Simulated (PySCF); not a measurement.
# Cost against result

Saddle point of GeH5, doublet (GeH₄ + H → GeH₃ + H₂; bonds formed: H1–H3; bonds broken: H1–Ge2), PBE0-D4/def2-TZVP structure:

```csv
atom,x (Å),y (Å),z (Å)
H1,0.0007,-1.0058,-0.2913
Ge2,-0.0019,0.5034,0.1421
H3,0.0108,-2.4558,-0.6958
H4,-1.3367,1.1407,-0.2669
H5,1.1569,1.2307,-0.5535
H6,0.1702,0.5868,1.6652
```

Barriers are electronic and count from the start structure reached by relaxing down the imaginary mode. Spin–orbit coupling is left out.

Program: PySCF 2.14 with density fitting (its default auxiliary sets; JK sets also for MP2 and CCSD(T)). Basis: as named in each row. Cores are frozen in the correlated methods; orbitals are unrestricted. Filled d shells of the heavier atoms are correlated. The def2 sets are not built for correlating such inner shells, so the correlated values are less sure here. B3LYP uses VWN-RPA correlation. Extrapolation: Hartree–Fock as exp(−7.88 √X), correlation as X^−2.97.

Times are rough, for one single point on 4 threads of a shared host (Oxide Virtual Turin-like).

The estimate by CCSD(T) at an estimated basis limit (MP2 extrapolated from triple and quadruple zeta, plus CCSD(T) − MP2 in triple zeta) is 11.6 kJ/mol.

| method | basis | time (s) | barrier (kJ/mol) | method less estimate |
| --- | --- | --- | --- | --- |
| HF | STO-3G | 1 | 32.6 | 21.0 |
| B3LYP-D4 | 6-31G | 10 | -0.7 | -12.3 |
| CCSD(T) | def2-SVP | 10 | 17.5 | 5.9 |
| PBE0-D4 | def2-SVP | 16 | 4.8 | -6.8 |
| PBE-D4 | def2-SVP | 29 | -0.3 | -11.9 |
| BHLYP-D4 | def2-TZVPP | 34 | 4.8 | -6.8 |
| MP2 | def2-QZVPP | 37 | 16.7 | 5.1 |
| PBE0-D4 | def2-TZVPP | 44 | 4.5 | -7.1 |
| B3LYP-D4 | def2-TZVPP | 47 | -1.2 | -12.8 |
| SPW92 | def2-TZVPP | 50 | -15.6 | -27.2 |
| PBE-D4 | def2-TZVPP | 71 | -0.3 | -11.9 |
| CCSD(T) | def2-TZVPP | 120 | 12.4 | 0.8 |
| r2SCAN-D4 | def2-TZVPP | 130 | -5.5 | -17.1 |
| wB97M-V | def2-TZVPP | 200 | 12.1 | 0.5 |

All methods are single points on the PBE0-D4 structures; a negative value means that the method puts the saddle structure below the start.

T1 diagnostic: at most 0.013. ⟨S²⟩ of the unrestricted Hartree–Fock references: 0.75 to 0.76 (a pure state has 0.75).

Radical steps of this kind take place in plasma deposition and etching.
